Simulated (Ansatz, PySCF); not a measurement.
Energy difference R1 → 2 P1, each structure at its B3LYP-D3(BJ)/def2-TZVP stationary point, reached from a drawn start (curvature not checked).
R1, Cl2 (SMILES ClCl) (charge 0, multiplicity 1, Z-matrix in Å and degrees):
```
Cl
Cl 1 2.0135
```
P1: Cl atom, charge 0, multiplicity 2.

| level | reaction energy (kJ/mol) | minus CCSD(T)/CBS(cc-pV(T+d)Z, cc-pV(Q+d)Z) |
|---|---|---|
| HF/cc-pV(D+d)Z | 57.0 | -189.7 |
| HF/cc-pV(T+d)Z | 77.3 | -169.4 |
| HF/cc-pV(Q+d)Z | 78.6 | -168.1 |
| SVWN5/def2-TZVPP | 346.2 | 99.5 |
| PBE/def2-TZVPP | 274.2 | 27.5 |
| BLYP/def2-TZVPP | 242.9 | -3.7 |
| revPBE/def2-TZVPP | 252.2 | 5.6 |
| r2SCAN/def2-TZVPP | 247.5 | 0.8 |
| B97M-V/def2-TZVPP | 251.7 | 5.1 |
| B3LYP/def2-TZVPP | 231.3 | -15.4 |
| PBE0/def2-TZVPP | 247.6 | 1.0 |
| BHLYP/def2-TZVPP | 198.0 | -48.6 |
| M06-2X/def2-TZVPP | 247.7 | 1.1 |
| CAM-B3LYP/def2-TZVPP | 226.9 | -19.7 |
| wB97X-V/def2-TZVPP | 243.1 | -3.6 |
| wB97M-V/def2-TZVPP | 252.4 | 5.7 |
| B2PLYP/def2-TZVPP | 229.7 | -17.0 |
| MP2/cc-pV(D+d)Z | 192.5 | -54.2 |
| MP2/cc-pV(T+d)Z | 241.5 | -5.1 |
| MP2/cc-pV(Q+d)Z | 256.5 | 9.8 |
| MP2/CBS(cc-pV(T+d)Z, cc-pV(Q+d)Z) | 266.4 | 19.7 |
| SCS-MP2/cc-pV(D+d)Z | 183.7 | -63.0 |
| SCS-MP2/cc-pV(T+d)Z | 228.2 | -18.4 |
| SCS-MP2/cc-pV(Q+d)Z | 242.8 | -3.8 |
| CCSD/cc-pV(D+d)Z | 170.2 | -76.4 |
| CCSD/cc-pV(T+d)Z | 205.8 | -40.9 |
| CCSD/cc-pV(Q+d)Z | 218.2 | -28.4 |
| CCSD(T)/cc-pV(D+d)Z | 181.7 | -64.9 |
| CCSD(T)/cc-pV(T+d)Z | 222.8 | -23.8 |
| CCSD(T)/cc-pV(Q+d)Z | 237.1 | -9.5 |
| CCSD(T)/CBS(cc-pV(T+d)Z, cc-pV(Q+d)Z) | 246.7 | 0.0 |

 The comparison column counts from a level with limits of its own.

P less R. No zero-point or thermal terms; singlets are restricted closed shells; open shells are unrestricted; no spin–orbit coupling.

Frozen-core correlation throughout. CBS(a, b) extrapolates the correlation energy as X⁻³ and adds the Hartree–Fock energy of set b.

Codes used: Ansatz (Gaussian basis) for Hartree–Fock, density functionals and correlated methods; PySCF for M06-2X. No computed number here is a measurement.

Ansatz is an electronic-structure program.
